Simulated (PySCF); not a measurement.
Computed Raman spectrum (relative Raman activity) of a molecule C6H6. Coordinates come from a B3LYP-D3(BJ)/def2-SVP optimisation. One conformer was computed; it need not be the lowest. Level of theory: B3LYP-D3(BJ)/def2-SVP (PySCF). Harmonic, unscaled wavenumbers; measured fundamentals usually lie a few per cent lower.

Lines under 2 % of the strongest are left out, and lines within 2 cm⁻¹ are merged.

ν (cm⁻¹): 128 (vw), 1253 (m), 1303 (w), 1379 (vw), 1453 (w), 1639 (m), 1701 (vs), 2200 (vs), 3137 (w), 3151 (w), 3163 (m), 3171 (w), 3238 (m), 3471 (w) (against the strongest line: vs over 80 %, s over 45 %, m over 15 %, w over 4 %, vw less)

Identify the compound among the candidates.
A. C=C=CC#CC
B. C#C/C=C\C=C
C. C#CC(C)C#C
D. C#CC1=CCC1

B, C#C/C=C\C=C
